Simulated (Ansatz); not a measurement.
Relaxation of Sn6S12 with RKS PBE-D4/def2-SVP.

```sh
$ ansatz run in.yaml --threads 2 --pin off --events-out ev --progress --plain --max-ram 22528MiB --backend cuda --devices 0, --max-vram 18GiB
```

```yaml
crystal:
  periodic: [false, false, false]
  atoms:
    - {symbol: Sn, position_ang: [0.039630, 2.906350, 2.292240]}
    - {symbol: Sn, position_ang: [-0.120370, 0.757180, 4.776190]}
    - {symbol: Sn, position_ang: [0.460290, 0.372630, -4.164640]}
    - {symbol: Sn, position_ang: [0.429240, -2.878270, -2.027770]}
    - {symbol: Sn, position_ang: [0.002940, 0.124740, -0.682480]}
    - {symbol: Sn, position_ang: [-2.621680, -0.127310, -3.211460]}
    - {symbol: S, position_ang: [1.721120, -0.630530, -2.247630]}
    - {symbol: S, position_ang: [-1.753960, -2.831730, -0.632000]}
    - {symbol: S, position_ang: [1.672110, 1.677450, 0.420010]}
    - {symbol: S, position_ang: [-0.941070, -1.832110, -4.041580]}
    - {symbol: S, position_ang: [-2.073450, 1.821410, 3.423160]}
    - {symbol: S, position_ang: [-0.914040, 0.437960, 2.260900]}
    - {symbol: S, position_ang: [-0.952800, 1.694670, -2.429570]}
    - {symbol: S, position_ang: [-2.336620, -0.895450, -0.743440]}
    - {symbol: S, position_ang: [0.648010, -2.070800, 0.610970]}
    - {symbol: S, position_ang: [1.468150, 2.630610, 4.293120]}
    - {symbol: S, position_ang: [2.232360, -1.308270, 1.669450]}
    - {symbol: S, position_ang: [3.040150, 0.151470, 0.434520]}
basis:
  gaussian: {orbitals: def2-SVP}
hamiltonian: {xc: pbe, dispersion: d4}
scf: {lower_state_search: "off"}
output: {orbitals: {seedname: orbitals}}
relax: {f_tol: 0.03, max_steps: 70}
```

Hardware: 2 threads of AMD EPYC 7R13 on a shared host and a share (18 GiB) of an NVIDIA H100 80GB HBM3. Wall time 91 s, peak host memory 1.1 GiB.

Positions (Å) and forces (eV/Å) at steps 1, 2, 3, 4, 5, 6, 7, 8, 9, 10, 11, 12, 13, 14, 15, 16 of 23:

```xyz
18
step=1 energy=-164934.4147 eV
Sn    0.040    2.906    2.292    0.217    1.245   -0.418
Sn   -0.120    0.757    4.776    0.575   -0.427    0.797
Sn    0.460    0.373   -4.165    0.596    0.431   -1.564
Sn    0.429   -2.878   -2.028    0.650   -1.970   -0.847
Sn    0.003    0.125   -0.682   -0.221    1.228    1.010
Sn   -2.622   -0.127   -3.211   -1.545   -0.041   -0.606
S     1.721   -0.631   -2.248    0.976   -0.112    0.024
S    -1.754   -2.832   -0.632   -0.642   -0.949   -0.020
S     1.672    1.677    0.420    0.003    0.326   -0.355
S    -0.941   -1.832   -4.042   -0.280   -0.016   -0.256
S    -2.073    1.821    3.423   -1.299    0.146    0.233
S    -0.914    0.438    2.261   -0.254   -0.683   -0.244
S    -0.953    1.695   -2.430   -0.072    0.624    0.198
S    -2.337   -0.895   -0.743   -0.501    0.546    0.444
S     0.648   -2.071    0.611   -0.582   -0.326    0.499
S     1.468    2.631    4.293    0.087   -0.120    0.161
S     2.232   -1.308    1.669    0.826    0.284    0.739
S     3.040    0.151    0.435    1.465   -0.185    0.203
18
step=2 energy=-164935.4067 eV
Sn    0.040    2.995    2.270   -0.048    0.173    0.195
Sn   -0.090    0.724    4.832    0.136    0.072   -0.092
Sn    0.522    0.404   -4.279   -0.056   -0.165    0.050
Sn    0.478   -3.053   -2.098   -0.087   -0.033   -0.211
Sn   -0.003    0.205   -0.620   -0.123    0.046   -0.074
Sn   -2.758   -0.125   -3.252    0.043   -0.089    0.069
S     1.743   -0.640   -2.242   -0.004   -0.295   -0.106
S    -1.805   -2.872   -0.656   -0.152   -0.218   -0.169
S     1.735    1.687    0.403    0.320    0.362   -0.065
S    -0.972   -1.811   -4.056   -0.148    0.297   -0.149
S    -2.142    1.812    3.436   -0.236    0.062    0.123
S    -0.955    0.421    2.274   -0.108   -0.163    0.044
S    -0.965    1.718   -2.442   -0.120    0.045   -0.238
S    -2.365   -0.887   -0.717   -0.104   -0.055   -0.011
S     0.636   -2.068    0.673   -0.120    0.044    0.084
S     1.466    2.620    4.297   -0.133   -0.107   -0.016
S     2.284   -1.288    1.705    0.422    0.179    0.340
S     3.152    0.160    0.472    0.520   -0.154    0.225
18
step=3 energy=-164935.5893 eV
Sn    0.018    2.993    2.299   -0.036    0.079    0.040
Sn   -0.109    0.725    4.838    0.020   -0.046   -0.018
Sn    0.495    0.358   -4.305    0.039   -0.042    0.004
Sn    0.410   -3.061   -2.152   -0.160    0.046   -0.100
Sn    0.022    0.226   -0.634    0.144   -0.092    0.089
Sn   -2.794   -0.123   -3.268    0.014   -0.005    0.175
S     1.732   -0.692   -2.275   -0.127   -0.236    0.023
S    -1.858   -2.896   -0.696    0.168   -0.059   -0.115
S     1.825    1.684    0.399    0.252    0.207    0.021
S    -1.042   -1.802   -4.116   -0.017    0.099   -0.058
S    -2.198    1.818    3.469   -0.019    0.053    0.065
S    -1.022    0.414    2.302   -0.035   -0.098   -0.050
S    -0.977    1.711   -2.483   -0.063    0.004   -0.154
S    -2.361   -0.891   -0.739    0.010   -0.018    0.004
S     0.723   -2.007    0.717   -0.001    0.062    0.120
S     1.449    2.610    4.315   -0.088   -0.041   -0.033
S     2.393   -1.253    1.778   -0.070    0.100    0.003
S     3.292    0.184    0.550   -0.030   -0.015   -0.015
18
step=4 energy=-164935.7404 eV
Sn   -0.050    2.944    2.254   -0.008    0.149    0.024
Sn   -0.136    0.605    4.732   -0.049   -0.109    0.094
Sn    0.495    0.282   -4.295    0.111    0.111   -0.076
Sn    0.254   -3.070   -2.276   -0.067   -0.262   -0.193
Sn    0.135    0.266   -0.598    0.069   -0.087    0.144
Sn   -2.807   -0.082   -3.150   -0.135    0.103    0.107
S     1.688   -0.836   -2.256   -0.009   -0.017   -0.027
S    -1.808   -2.864   -0.653    0.090   -0.046   -0.060
S     1.967    1.783    0.365    0.006   -0.022   -0.136
S    -1.166   -1.772   -4.187    0.034   -0.042    0.064
S    -2.251    1.786    3.446    0.058   -0.008    0.031
S    -1.117    0.362    2.245   -0.025   -0.103   -0.074
S    -0.921    1.710   -2.508    0.039   -0.052   -0.001
S    -2.263   -0.847   -0.661   -0.109    0.045   -0.085
S     0.785   -1.933    0.817    0.206    0.357    0.176
S     1.384    2.518    4.250    0.031    0.059   -0.028
S     2.420   -1.099    1.879   -0.099    0.017    0.000
S     3.391    0.248    0.594   -0.144   -0.093    0.040
18
step=5 energy=-164935.8786 eV
Sn   -0.066    2.963    2.263   -0.029    0.123    0.023
Sn   -0.091    0.544    4.679   -0.069   -0.077    0.059
Sn    0.513    0.259   -4.280    0.088    0.098   -0.061
Sn    0.165   -3.134   -2.443   -0.110   -0.197   -0.222
Sn    0.168    0.244   -0.579    0.017   -0.088    0.131
Sn   -2.823   -0.038   -3.118   -0.070    0.072    0.055
S     1.643   -0.951   -2.247    0.009    0.022   -0.006
S    -1.741   -2.887   -0.675    0.069   -0.057   -0.093
S     1.979    1.824    0.316    0.031   -0.141   -0.159
S    -1.237   -1.735   -4.260    0.015   -0.014    0.097
S    -2.232    1.774    3.453    0.046   -0.010    0.083
S    -1.125    0.346    2.221   -0.021   -0.062   -0.085
S    -0.886    1.702   -2.508    0.047   -0.080    0.034
S    -2.223   -0.874   -0.670   -0.083    0.008   -0.046
S     0.803   -1.858    0.929    0.226    0.332    0.194
S     1.390    2.498    4.231    0.063    0.074   -0.030
S     2.379   -0.966    2.022   -0.121    0.054   -0.094
S     3.382    0.290    0.663   -0.108   -0.057    0.123
18
step=6 energy=-164935.9973 eV
Sn   -0.085    2.997    2.277   -0.010   -0.055    0.031
Sn   -0.053    0.509    4.642   -0.049    0.015   -0.017
Sn    0.537    0.257   -4.270    0.023    0.013    0.020
Sn    0.094   -3.196   -2.609   -0.113   -0.018   -0.140
Sn    0.180    0.200   -0.559    0.036   -0.038    0.057
Sn   -2.844    0.007   -3.089    0.044    0.015   -0.015
S     1.595   -1.047   -2.244    0.029   -0.003   -0.014
S    -1.679   -2.925   -0.723    0.028   -0.091   -0.115
S     1.985    1.828    0.255    0.063   -0.220   -0.072
S    -1.289   -1.683   -4.310   -0.030    0.039    0.051
S    -2.210    1.774    3.473    0.027    0.021    0.085
S    -1.132    0.346    2.209   -0.014    0.024   -0.070
S    -0.856    1.683   -2.497    0.025   -0.025    0.056
S    -2.201   -0.920   -0.688    0.004   -0.060    0.052
S     0.828   -1.789    1.037    0.176    0.167    0.182
S     1.395    2.498    4.216    0.060    0.079   -0.033
S     2.351   -0.850    2.154   -0.116    0.088   -0.250
S     3.382    0.314    0.726   -0.182    0.051    0.191
18
step=7 energy=-164936.0900 eV
Sn   -0.075    3.044    2.272    0.007   -0.006   -0.006
Sn   -0.002    0.527    4.590    0.004    0.051   -0.032
Sn    0.554    0.298   -4.224   -0.021   -0.069    0.069
Sn    0.061   -3.242   -2.801   -0.099    0.169   -0.020
Sn    0.178    0.125   -0.522    0.007   -0.031   -0.058
Sn   -2.856    0.042   -3.042    0.114   -0.068   -0.014
S     1.568   -1.116   -2.238   -0.027   -0.056   -0.037
S    -1.630   -3.051   -0.829    0.027    0.002   -0.167
S     1.955    1.810    0.217    0.161   -0.325   -0.007
S    -1.327   -1.605   -4.366   -0.005    0.092    0.037
S    -2.180    1.830    3.501    0.005    0.026    0.049
S    -1.147    0.407    2.185   -0.075    0.004   -0.020
S    -0.844    1.669   -2.422   -0.019   -0.025    0.078
S    -2.172   -1.050   -0.711    0.049   -0.102    0.103
S     0.827   -1.775    1.141    0.144    0.084    0.125
S     1.435    2.537    4.184    0.030    0.035   -0.017
S     2.298   -0.777    2.266   -0.030    0.101   -0.343
S     3.357    0.327    0.799   -0.273    0.118    0.259
18
step=8 energy=-164936.1749 eV
Sn   -0.067    3.092    2.178    0.007    0.164    0.010
Sn    0.094    0.555    4.454    0.037    0.027    0.051
Sn    0.572    0.382   -4.110   -0.076   -0.055    0.018
Sn    0.050   -3.224   -2.987   -0.083    0.181    0.071
Sn    0.170    0.020   -0.466   -0.025    0.020   -0.115
Sn   -2.879    0.040   -2.953    0.137   -0.089    0.021
S     1.577   -1.161   -2.213   -0.147   -0.094   -0.053
S    -1.602   -3.188   -0.972    0.034    0.124   -0.164
S     1.917    1.750    0.215    0.306   -0.351    0.004
S    -1.345   -1.482   -4.423    0.059    0.121    0.121
S    -2.130    1.900    3.503   -0.036    0.034   -0.086
S    -1.183    0.484    2.105   -0.177   -0.063    0.154
S    -0.876    1.645   -2.266    0.010   -0.030    0.046
S    -2.151   -1.196   -0.688    0.068   -0.223   -0.009
S     0.819   -1.809    1.248    0.143    0.027    0.064
S     1.476    2.613    4.073    0.025    0.000   -0.035
S     2.228   -0.746    2.383    0.067    0.036   -0.346
S     3.330    0.325    0.918   -0.348    0.170    0.249
18
step=9 energy=-164936.2310 eV
Sn   -0.085    3.158    2.102    0.026   -0.079    0.082
Sn    0.121    0.609    4.401   -0.003    0.103   -0.032
Sn    0.577    0.482   -4.057   -0.106   -0.198    0.142
Sn    0.036   -3.241   -3.125   -0.056    0.309    0.116
Sn    0.153   -0.038   -0.422    0.089   -0.099   -0.116
Sn   -2.868    0.041   -2.849    0.107   -0.147   -0.016
S     1.512   -1.191   -2.228   -0.019   -0.092   -0.052
S    -1.588   -3.333   -1.096    0.030    0.363   -0.126
S     1.935    1.680    0.204    0.260   -0.257    0.139
S    -1.331   -1.374   -4.425   -0.047    0.126    0.045
S    -2.128    1.992    3.503    0.084   -0.006   -0.236
S    -1.249    0.537    2.091   -0.109   -0.011    0.185
S    -0.879    1.654   -2.152   -0.019   -0.049    0.086
S    -2.118   -1.349   -0.667    0.024   -0.256   -0.066
S     0.844   -1.849    1.289    0.157    0.099    0.077
S     1.492    2.667    3.969    0.006   -0.006   -0.056
S     2.221   -0.768    2.441    0.029    0.059   -0.279
S     3.356    0.322    1.020   -0.454    0.141    0.107
18
step=10 energy=-164936.2647 eV
Sn   -0.092    3.164    2.025    0.015    0.008   -0.096
Sn    0.124    0.707    4.331   -0.084   -0.086    0.170
Sn    0.534    0.484   -3.932    0.060    0.067   -0.091
Sn   -0.001   -3.157   -3.298   -0.040    0.079    0.141
Sn    0.195   -0.125   -0.386    0.046   -0.031    0.123
Sn   -2.896    0.036   -2.755    0.027   -0.088    0.027
S     1.543   -1.271   -2.207   -0.248    0.003   -0.147
S    -1.555   -3.386   -1.239   -0.077    0.435   -0.013
S     1.976    1.622    0.194    0.206   -0.310    0.291
S    -1.421   -1.261   -4.495    0.070    0.102    0.281
S    -2.173    2.062    3.420    0.268   -0.087   -0.277
S    -1.339    0.516    2.067    0.051    0.128    0.204
S    -0.914    1.626   -1.997    0.087   -0.110    0.015
S    -2.084   -1.430   -0.645    0.148   -0.447   -0.181
S     0.920   -1.881    1.366    0.126    0.063    0.057
S     1.554    2.715    3.846   -0.150   -0.009   -0.094
S     2.240   -0.765    2.547   -0.075    0.137   -0.341
S     3.390    0.347    1.160   -0.430    0.145   -0.068
18
step=11 energy=-164936.3594 eV
Sn   -0.029    3.143    1.902    0.100    0.105   -0.169
Sn    0.073    0.858    4.451   -0.028    0.028   -0.092
Sn    0.523    0.566   -3.897   -0.009    0.054    0.000
Sn   -0.018   -3.119   -3.355    0.010   -0.006   -0.028
Sn    0.204   -0.200   -0.369   -0.038   -0.081    0.137
Sn   -2.905    0.034   -2.649   -0.025    0.022   -0.017
S     1.516   -1.267   -2.258   -0.063    0.026   -0.075
S    -1.561   -3.432   -1.321   -0.034    0.232    0.038
S     1.968    1.574    0.194    0.112   -0.205    0.071
S    -1.432   -1.161   -4.433   -0.002    0.033    0.074
S    -2.124    2.074    3.234    0.093   -0.201   -0.121
S    -1.192    0.416    2.103   -0.192    0.061    0.145
S    -0.910    1.618   -1.893    0.051   -0.127    0.016
S    -2.063   -1.519   -0.638    0.048   -0.197   -0.046
S     0.994   -2.001    1.312    0.005    0.379    0.128
S     1.523    2.813    3.819   -0.062   -0.101    0.014
S     2.101   -0.733    2.566    0.234   -0.107   -0.217
S     3.332    0.336    1.232   -0.201    0.086    0.140
18
step=12 energy=-164936.4106 eV
Sn   -0.023    3.111    1.710    0.154   -0.002    0.068
Sn    0.021    0.886    4.419    0.000    0.206   -0.352
Sn    0.504    0.651   -3.875   -0.161   -0.055    0.215
Sn   -0.051   -3.077   -3.440   -0.068    0.087   -0.003
Sn    0.225   -0.267   -0.320   -0.003   -0.048    0.170
Sn   -2.962    0.052   -2.548    0.194   -0.003   -0.010
S     1.471   -1.258   -2.300    0.081   -0.001    0.016
S    -1.569   -3.439   -1.404   -0.096    0.182    0.075
S     2.025    1.481    0.231    0.163   -0.006    0.045
S    -1.473   -1.050   -4.382   -0.070    0.008   -0.055
S    -2.117    2.098    3.086    0.110   -0.313   -0.162
S    -1.223    0.336    2.071   -0.145    0.153    0.205
S    -0.918    1.573   -1.788    0.098    0.072   -0.028
S    -2.058   -1.561   -0.611    0.134   -0.342   -0.044
S     1.075   -1.977    1.420    0.068    0.136    0.124
S     1.479    2.802    3.673   -0.061   -0.053    0.083
S     2.184   -0.718    2.689   -0.102   -0.125   -0.299
S     3.409    0.357    1.369   -0.295    0.105   -0.048
18
step=13 energy=-164936.5077 eV
Sn    0.023    3.135    1.563    0.217    0.178    0.130
Sn   -0.002    0.946    4.327    0.030    0.105   -0.209
Sn    0.482    0.723   -3.758   -0.065   -0.061    0.101
Sn   -0.077   -3.021   -3.490   -0.040    0.065   -0.038
Sn    0.234   -0.332   -0.261   -0.088   -0.035    0.108
Sn   -2.942    0.083   -2.414    0.090   -0.035    0.001
S     1.468   -1.264   -2.285    0.019    0.034    0.042
S    -1.578   -3.491   -1.467   -0.065    0.192    0.043
S     2.026    1.448    0.227    0.067   -0.041    0.033
S    -1.503   -0.945   -4.327   -0.060    0.015   -0.008
S    -2.088    2.081    2.889    0.116   -0.366   -0.272
S    -1.234    0.222    2.017   -0.216    0.181    0.252
S    -0.899    1.596   -1.639    0.073   -0.043   -0.025
S    -2.028   -1.652   -0.571    0.091   -0.242   -0.075
S     1.108   -2.032    1.456    0.136    0.124    0.140
S     1.459    2.853    3.584   -0.060   -0.027    0.025
S     2.161   -0.720    2.723   -0.082   -0.134   -0.249
S     3.390    0.369    1.426   -0.164    0.088    0.001
18
step=14 energy=-164936.6403 eV
Sn    0.102    3.227    1.498    0.222    0.292    0.068
Sn   -0.006    0.998    4.245    0.012   -0.014   -0.018
Sn    0.466    0.754   -3.680    0.031   -0.027    0.021
Sn   -0.093   -2.967   -3.534    0.003    0.025   -0.020
Sn    0.223   -0.388   -0.202   -0.169   -0.035    0.011
Sn   -2.928    0.090   -2.330   -0.020   -0.034    0.041
S     1.460   -1.264   -2.257   -0.031    0.020    0.024
S    -1.590   -3.516   -1.531   -0.042    0.085   -0.005
S     1.997    1.429    0.236   -0.090    0.014    0.029
S    -1.534   -0.879   -4.299   -0.033    0.020    0.014
S    -2.047    2.056    2.700    0.269   -0.510   -0.381
S    -1.256    0.094    1.999   -0.269    0.384    0.266
S    -0.882    1.588   -1.547    0.022   -0.035    0.029
S    -2.016   -1.723   -0.548    0.039   -0.157   -0.104
S     1.135   -2.085    1.481    0.229    0.088    0.134
S     1.461    2.916    3.566   -0.046   -0.040   -0.034
S     2.145   -0.729    2.734   -0.095   -0.118   -0.112
S     3.362    0.401    1.469   -0.032    0.041    0.037
18
step=15 energy=-164936.7746 eV
Sn    0.202    3.357    1.457    0.139    0.107    0.076
Sn    0.000    1.024    4.185   -0.023    0.011    0.031
Sn    0.458    0.772   -3.623    0.056   -0.004   -0.010
Sn   -0.103   -2.929   -3.568    0.028    0.016   -0.016
Sn    0.194   -0.437   -0.154   -0.140   -0.058   -0.075
Sn   -2.927    0.089   -2.269   -0.066   -0.027    0.047
S     1.446   -1.263   -2.232   -0.045   -0.005    0.028
S    -1.606   -3.543   -1.593   -0.027   -0.015   -0.057
S     1.943    1.421    0.260   -0.168    0.067   -0.013
S    -1.558   -0.833   -4.274   -0.009    0.029    0.023
S    -1.977    2.035    2.520    0.397   -0.699   -0.389
S    -1.280   -0.025    1.995   -0.302    0.779    0.259
S    -0.874    1.577   -1.481   -0.030   -0.031    0.075
S    -2.017   -1.790   -0.549   -0.003   -0.092   -0.076
S     1.178   -2.126    1.498    0.266    0.053    0.112
S     1.468    2.964    3.568   -0.019   -0.068   -0.034
S     2.132   -0.736    2.751   -0.133   -0.108   -0.030
S     3.322    0.443    1.509    0.077    0.043    0.050
18
step=16 energy=-164936.9070 eV
Sn    0.341    3.429    1.461    0.028    0.052    0.060
Sn   -0.017    1.023    4.140   -0.039    0.072    0.044
Sn    0.465    0.782   -3.572    0.001    0.017    0.031
Sn   -0.113   -2.908   -3.611    0.017    0.050    0.001
Sn    0.152   -0.511   -0.117    0.009   -0.110   -0.082
Sn   -2.929    0.070   -2.211   -0.057    0.005    0.030
S     1.418   -1.279   -2.205    0.004   -0.072    0.009
S    -1.660   -3.580   -1.693    0.005   -0.060   -0.041
S     1.840    1.420    0.271    0.042    0.039   -0.009
S    -1.570   -0.792   -4.250    0.003    0.038    0.015
S    -1.873    2.055    2.350    0.283   -0.730   -0.286
S    -1.344   -0.059    1.946   -0.304    0.834    0.308
S    -0.867    1.548   -1.418   -0.104   -0.038   -0.009
S    -2.035   -1.880   -0.553   -0.024   -0.062   -0.062
S     1.287   -2.137    1.533    0.161    0.115    0.036
S     1.491    2.961    3.625    0.019   -0.088   -0.027
S     2.132   -0.679    2.776   -0.139   -0.145   -0.048
S     3.281    0.538    1.527    0.094    0.081    0.030
```

In the def2 sets Sn takes a core potential; there is no spin–orbit coupling. The structure comes from a short search, and lower isomers may exist.
